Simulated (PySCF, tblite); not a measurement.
Calculations on `CSBC1CSC1`, in the order of a workflow; each names the level of the geometry that it ran on. Settings lines and outputs come from a driver script.

Compound: C4H9BS2.
Bonds: C1–S2, S2–B3, B3–C4, C4–C5, C5–S6, S6–C7, C4–C7. Hydrogens: H8, H9, H10 on C1; H11 on B3; H12 on C4; H13, H14 on C5; H15, H16 on C7.

Step 1: GFN2-xTB geometry optimisation, gas phase (tblite 0.8.0) (from a force-field or distance-geometry start)
```json
{"job": {"kind": "relax", "xc": "GFN2-xTB", "basis": "xTB"}, "charge": 0, "multiplicity": 1}
```
```
step      E/eV     max force
  0    -566.75790    2.845
  1    -567.08429    1.412
  2    -567.33827    1.068
...
 92    -567.90917    0.021
 93    -567.90924    0.020
 94    -567.90930    0.017
 95    -567.90935    0.013
 96    -567.90937    0.009
```

Energy lowered by 26.6 kcal/mol over 96 steps; largest atomic force 0.009 eV/Å at the end. «max force» is the largest atomic force in eV/Å.

On Arm Neoverse N1, one thread, no GPU, on a shared host, this took 1.1 s wall.

Step 2: GFN2-xTB harmonic vibrations, gas phase (tblite 0.8.0) (on the GFN2-xTB geometry)
```json
{"job": {"kind": "ir", "xc": "GFN2-xTB", "basis": "xTB"}, "charge": 0, "multiplicity": 1}
```
```
(table of modes left out)
```

42 modes from 31 to 3065 cm⁻¹ (unscaled, harmonic); zero-point energy 77.3 kcal/mol; all wavenumbers are real at this level.

Time: 0.88 s wall. Hardware: Arm Neoverse N1, one thread, on a shared host.

Step 3: TDDFT B3LYP/def2-SVPD, vertical, gas phase, core orbitals frozen in the response (PySCF 2.14.0, density-fitted response routines) (on the GFN2-xTB geometry)
```json
{"job": {"kind": "uv", "xc": "B3LYP", "basis": "def2-SVPD", "nstates": 8, "ntriplets": 3}, "charge": 0, "multiplicity": 1}
```
```
...
Static polarisability (au): isotropic 103.165, principal 80.892 94.134 134.469
Singlet excitations
state   eV       nm        f      main configurations
  1   3.9019    317.8   0.00050   H->L 0.96
  2   4.5840    270.5   0.00080   H->L+1 0.89
  3   5.4273    228.4   0.04545   H-1->L 0.55, H-2->L 0.34, H->L+3 0.09
  4   5.4625    227.0   0.00429   H->L+3 0.59, H->L+2 0.30
  5   5.5058    225.2   0.01921   H->L+2 0.47, H->L+3 0.27, H->L+4 0.16
  6   5.7393    216.0   0.01822   H->L+4 0.77, H->L+2 0.20
  7   5.9009    210.1   0.12129   H-2->L 0.52, H-1->L 0.36
  8   6.0100    206.3   0.01092   H-3->L 0.62, H->L+5 0.30
Triplet excitations (Tamm-Dancoff, eV): 3.7463 4.2843 4.4762
```

HOMO -5.97 eV, LUMO -1.27 eV; lowest singlet 3.90 eV; lowest triplet 3.75 eV (Tamm–Dancoff); mean polarisability 103.2 au.

The run took 76 s of wall time on an Arm Neoverse N1 with one thread, shared host, and the process peaked at 0.89 GiB of memory.

Geometry of the electronic-property runs (GFN2-xTB):
```
atom  x, y, z in Å
C1     3.0546   -0.8160    0.2926
S2     1.2879   -0.9997    0.7287
B3     0.4698   -0.0428   -0.4969
C4    -1.1100    0.0582   -0.5102
C5    -1.6880    1.4859   -0.4068
S6    -3.0179    0.9534    0.7327
C7    -1.9122   -0.5048    0.6747
H8     3.2823    0.2298    0.1197
H9     3.6317   -1.1929    1.1302
H10    3.2627   -1.4032   -0.5958
H11    1.1032    0.5355   -1.2940
H12   -1.4894   -0.3904   -1.4358
H13   -2.0648    1.9181   -1.3308
H14   -1.0288    2.1951    0.0922
H15   -2.4488   -1.4327    0.4923
H16   -1.3399   -0.5847    1.5983
```

 (This holds for the electronic-property runs.)

One conformer stands for the species.
